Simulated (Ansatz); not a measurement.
Harmonic frequencies (cm⁻¹) at PBE0-D4/def2-TZVP from Ansatz: 47, 47, 53, 102, 104, 104, 391, 391, 542, 613, 651, 651, 654, 662, 662, 696, 1104, 1104, 1525, 1595, 1596, 2373, 2373, 2442.

Each molecule was computed in one conformer, which needn't be the lowest.

Q: Which molecule is it?
A. `FB(S)O[SiH3]`
B. `O=C=NB(N=C=O)N=C=O`
C. `CB(N)S`
D. `C[B](Cl)[GeH3]`

A: B.
